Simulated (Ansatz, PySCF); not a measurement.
Molecule: BN (charge 0, triplet). 
Geometry from a B3LYP-D3(BJ)/def2-TZVP (Ansatz, a program for electronic structure) optimisation:
SMILES: [B]=[N]
```xyz
2

B      0.0000     0.0000    -0.7688
N      0.0000     0.0000     0.5492
```
Charge 0, spin multiplicity 3.

Wanted: vertical ionisation energy (to the quartet state of charge +1; each state is the SCF solution reached for its spin), in eV. Valence correlation only, unless marked. UHF or UKS for open shells. No spin-orbit coupling. Non-relativistic. CBS(X,Y): correlation extrapolated as X^-3; Hartree-Fock from the larger set.

| level | program | vertical ionisation energy (eV) | minus last row |
|---|---|---|---|
| B3LYP/def2-TZVPD | Ansatz | 11.69 | 0.01 |
| BHLYP/def2-TZVPD | Ansatz | 11.24 | -0.44 |
| CAM-B3LYP/def2-TZVPD | Ansatz | 11.64 | -0.04 |
| wB97M-V/def2-TZVPD | Ansatz | 11.44 | -0.24 |
| wB97X-V/def2-TZVPD | Ansatz | 11.53 | -0.15 |
| CCSD/def2-SVPD | Ansatz | 11.33 | -0.35 |
| CCSD/aug-cc-pVQZ | Ansatz | 11.46 | -0.22 |
| CCSD/def2-QZVPPD | Ansatz | 11.45 | -0.23 |
| CCSD/CBS(aug-cc-pVTZ,aug-cc-pVQZ) | Ansatz | 11.50 | -0.18 |
| CCSD/CBS(def2-TZVPPD,def2-QZVPPD) | Ansatz | 11.49 | -0.19 |
| CCSD(T)/def2-SVPD | Ansatz | 11.47 | -0.21 |
| CCSD(T)/aug-cc-pVTZ | Ansatz | 11.59 | -0.09 |
| CCSD(T)/aug-cc-pVQZ | Ansatz | 11.64 | -0.04 |
| CCSD(T)/CBS(def2-TZVPPD,def2-QZVPPD) | Ansatz | 11.67 | -0.01 |
| CCSD(T)/CBS(aug-cc-pVTZ,aug-cc-pVQZ) | Ansatz | 11.68 | 0.00 |

For comparison, minus the highest occupied orbital energy (PySCF): 7.47 eV at TPSS/def2-TZVPD, 11.76 eV at HF/def2-TZVPD, 9.90 eV at M06-2X/def2-TZVPD.
